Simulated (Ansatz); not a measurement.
Total energies of C₅H₁₂SeSn, SMILES `C=C[Se][Sn]([CH3])([CH3])[CH3]`.

Z-matrix (Å, degrees):
```
Sn
C 1 2.143
C 1 2.140 2 111.9
Se 1 2.552 2 107.9 3 -115.9
C 1 2.140 2 110.8 3 126.4
H 2 1.090 1 110.3 3 -178.3
H 2 1.091 1 109.8 3 -58.6
H 2 1.090 1 109.8 3 61.4
H 3 1.090 1 110.0 2 -176.9
H 3 1.090 1 110.0 2 -56.8
H 3 1.091 1 109.8 2 63.2
C 4 1.908 1 95.5 2 -54.8
H 5 1.090 1 109.3 2 65.2
H 5 1.091 1 110.4 2 -54.9
H 5 1.090 1 109.8 2 -175.5
C 12 1.325 4 123.4 1 -128.3
H 12 1.086 4 115.7 1 55.6
H 16 1.084 12 122.0 4 3.8
H 16 1.085 12 120.5 4 -175.6
```

The species carries charge 0 and has multiplicity 1. Correlated methods include outer-core shells of Se, Sn, which these sets cover unevenly. Scalar relativity is left out up to krypton. Sn takes the def2 core potential. The geometry is a stationary point of PBE0-D4/def2-TZVP. It is one conformer, not always the lowest. Basis def2-TZVPP, the Gaussian-basis code of Ansatz.

RPA on PBE orbitals: Hartree–Fock energy of these orbitals -2809.51662 Eh, correlation -2.33299 Eh (frozen core).

```tsv
functional	energy without D4 (Eh)	D4 term (kJ/mol)
PBE	-2813.04472	-49.1
revPBE	-2813.47832	-126.6
BLYP	-2813.55441	-102.1
r2SCAN	-2813.63922	-13.2
B97M-V	-2813.26280	–
PBE0	-2813.16728	-42.8
B3LYP	-2813.81424	-78.5
r2SCANh	-2813.61731	-14.3
r2SCAN0	-2813.58643	-15.8
HSE06 (plane-wave form)	-2813.15613	-40.6
BHLYP	-2813.47683	-66.9
CAM-B3LYP	-2813.67691	-44.6
ωB97X-V	-2813.40055	–
PBE-QIDH	-2812.63130	–
```

Q: Give the same for LDA (SPW92), LC-ωPBE, ωB97M-V, B2PLYP. (Best estimate.)

A: Ansatz gave: 
| functional | energy without D4 (Eh) | D4 term (kJ/mol) |
| --- | --- | --- |
| LDA (SPW92) | -2808.04316 | – |
| LC-ωPBE | -2813.27141 | – |
| ωB97M-V | -2813.39405 | – |
| B2PLYP | -2812.91516 | – |

B3LYP takes the VWN-RPA correlation (the form of Gaussian; ORCA's B3LYP/G). HSE06 is the plane-wave form, built on full-range PBE exchange. The double hybrids freeze the cores in their second-order part.

LC-ωPBE has ω = 0.4 bohr⁻¹.
